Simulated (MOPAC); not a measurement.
Input file for MOPAC: PM3 on AlP-, 2S+1 = 2, a spin state set in the input, which need not be the lowest, a point of a bond scan (R = 2.134 Å). Charge -1.

```
PM3 1SCF PRECISE CHARGE=-1 UHF MS=0.5 THREADS=1
AlP

Al     0.00000000 1     0.00000000 1     0.00000000 1
P      0.00000000 1     0.00000000 1     2.13407900 1
```

It printed:

```
*******************************************************************************
 **                                                                           **
 **                              MOPAC v23.2.5                                **
 **                                                                           **
 *******************************************************************************
 ** MOPAC's Digital Object Identifier: https://doi.org/10.5281/zenodo.6511958 **
 **                                                                           **
 ** Please cite the open-source release paper for use of this MOPAC version:  **
 ** J. E. Moussa and J. J. P. Stewart (2026)                                  **
 ** MOPAC: An open-source semiempirical molecular orbital program             **
 ** J. Open Source Softw., 11(119), 8025, https://doi.org/10.21105/joss.08025 **
 *******************************************************************************

                              PM3 CALCULATION RESULTS

 *******************************************************************************
 *  PM3        - The PM3 Hamiltonian to be used
 *  UHF        - UNRESTRICTED HARTREE-FOCK CALCULATION
 *
 *
 *
 *                 CHARGE ON SYSTEM = -1
 *
 *
 *
 *  MS=        - IN MECI, MAGNETIC COMPONENT OF SPIN =  0.5
 *  PRECISE    - TIGHTER CRITERIA TO BE USED
 *  1SCF       - DO 1 SCF AND THEN STOP
 *  THREADS=1  - MULTI-THREADING NOT USED
 *  T=         - A TIME OF 172800.0 SECONDS REQUESTED
 *  DUMP=N     - RESTART FILE WRITTEN EVERY 7200.0 SECONDS REQUESTED
 *******************************************************************************
PM3 1SCF PRECISE CHARGE=-1 UHF MS=0.5 THREADS=1
 AlP

   ATOM   CHEMICAL          X               Y               Z
  NUMBER   SYMBOL      (ANGSTROMS)     (ANGSTROMS)     (ANGSTROMS)

     1      Al          0.00000000  *   0.00000000  *   0.00000000  *
     2       P          0.00000000  *   0.00000000  *   2.13407900  *



          CARTESIAN COORDINATES

    NO.       ATOM           X           Y           Z

     1        Al          0.0000      0.0000      0.0000
     2         P          0.0000      0.0000      2.1341

 Al: (PM3): J. J. P. STEWART, J. COMP. CHEM. 10, 209 (1989).
  P: (PM3): J. J. P. STEWART, J. COMP. CHEM. 10, 209 (1989).

           Empirical Formula: Al P  =     2 atoms



      MOLECULAR POINT GROUP   :   C*v


          UHF CALCULATION, NO. OF ALPHA ELECTRONS =    5
                           NO. OF BETA  ELECTRONS =    4

 -------------------------------------------------------------------------------
 PM3 1SCF PRECISE CHARGE=-1 UHF MS=0.5 THREADS=1
 AlP



     1SCF WAS SPECIFIED, SO BFGS WAS NOT USED
     SCF FIELD WAS ACHIEVED


                              PM3 CALCULATION
                                                       MOPAC v23.2.5 Linux




          FINAL HEAT OF FORMATION =        -21.81569 KCAL/MOL =     -91.27685 KJ/MOL


          COSMO AREA              =         95.00 SQUARE ANGSTROMS
          COSMO VOLUME            =         81.91 CUBIC ANGSTROMS

          IONIZATION POTENTIAL    =          3.540559 EV
          ALPHA SOMO LUMO (EV)    =         -3.541  1.579
          BETA  SOMO LUMO (EV)    =         -4.157  2.239
          NO. OF ALPHA ELECTRONS  =          5
          NO. OF BETA  ELECTRONS  =          4
          MOLECULAR WEIGHT        =         57.9553         POINT GROUP:  C*v

          MOLECULAR DIMENSIONS (Angstroms)

            Atom       Atom       Distance
            P     2   Al     1     2.13408
            P     2   Al     1     0.00000
           Al     1    P     2     0.00000


          SCF CALCULATIONS        =          1





   ATOM   CHEMICAL          X               Y               Z
  NUMBER   SYMBOL      (ANGSTROMS)     (ANGSTROMS)     (ANGSTROMS)

     1      Al          0.00000000  *   0.00000000  *   0.00000000  *
     2       P          0.00000000  *   0.00000000  *   2.13407900  *

                             CARTESIAN COORDINATES

   1   Al        0.000000000     0.000000000     0.000000000
   2    P        0.000000000     0.000000000     2.134079000


           Empirical Formula: Al P  =     2 atoms



      MOLECULAR POINT GROUP   :   C*v


          ALPHA EIGENVALUES
 -17.84210  -5.28353  -4.54827  -4.51947  -3.54056   1.57853   2.27142  13.47433


           BETA EIGENVALUES
 -15.83306  -4.77775  -4.62229  -4.15685   2.23935   2.41852   2.47606  11.63438


              NET ATOMIC CHARGES AND DIPOLE CONTRIBUTIONS

  ATOM NO.   TYPE          CHARGE      No. of ELECS.   s-Pop       p-Pop
    1         Al          -0.789627        3.7896     0.03240     3.75723
    2          P          -0.210373        5.2104     1.89221     3.31816
 DIPOLE           X         Y         Z       TOTAL
 POINT-CHG.     0.000     0.000     3.322     3.322
 HYBRID        -0.000    -0.000    -2.128     2.128
 SUM           -0.000    -0.000     1.194     1.194


          ATOMIC ORBITAL ELECTRON POPULATIONS

     Atom    s        px        py        pz
    1 Al   0.03240   1.88811   1.25869   0.61043
    2  P   1.89221   1.11189   0.74131   1.46496


                    (SZ)    =    0.500000
                    (S**2)  =    1.040797


          ATOMIC ORBITAL SPIN POPULATIONS

    Atom   Total    s     px     py     pz
         Atomic
    1 Al -0.4962 -0.006  0.112 -0.502 -0.100
    2  P  1.4962  0.010  0.888  0.502  0.096

 **********************
 *                    *
 * JOB ENDED NORMALLY *
 *                    *
 **********************




 == MOPAC DONE ==
```

The run finished. Its determinant has ⟨S²⟩ = 1.04, a mixture of spin states.

Cost: roughly 0.020 core-seconds.
